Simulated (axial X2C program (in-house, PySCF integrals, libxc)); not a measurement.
Spin–orbit effects down a group: molecules with Al (ions), CCSD(T)

All values come from calculations with an axial X2C code built on PySCF integrals, spin-free (one-electron X2C) or two-component (2c: spin–orbit coupling with atomic mean-field Coulomb and Gaunt terms, which also bring small scalar terms), in Dyall basis sets with cores contracted in-house; open shells are unrestricted.

Basis sets: Al dyall-av3z, O dyall-av3z, S dyall-av3z, Se dyall-acv3z. Frozen shells (counts by l): AlO⁻ Al 2s1p, O 1s, 10 electrons correlated; AlS⁻ S 2s1p, Al 2s1p, 10 electrons correlated; AlSe⁻ Se 3s2p1d, Al 2s1p, 10 electrons correlated. Coupled cluster in natural virtuals with an MP2 remainder. Where the outer core of a metal is frozen, bonds come out longer and ionisation energies lower.

```
molecule  spin-free state  Re (Å)  ωe (cm⁻¹)  De (eV)  2c state  Re 2c (Å)  ωe 2c (cm⁻¹)  De 2c (eV)
    AlO⁻   M_S = 0, Λ = 0   1.661      940.8     6.27     Ω = 0      1.661         940.9        6.26
    AlS⁻   M_S = 0, Λ = 0   2.114      565.6     4.70     Ω = 0      2.114         565.5        4.68
   AlSe⁻   M_S = 0, Λ = 0   2.245      439.9     4.28     Ω = 0      2.246         439.4        4.18
```

Fragments in 2c: Al + O-, S- + Al, Se- + Al. Each entry is the lowest single determinant of a limited PBE0 search at one distance. De goes to single-determinant-based atoms at the same level (for ions the charge split of lowest energy) and is withheld (n/a) where an atom does not fit its ground term or J level. Main or longest-lived isotopes. One determinant is a doubtful description, or other states lie close, for AlO⁻; these need not be ground states, and all values refer to the states named.
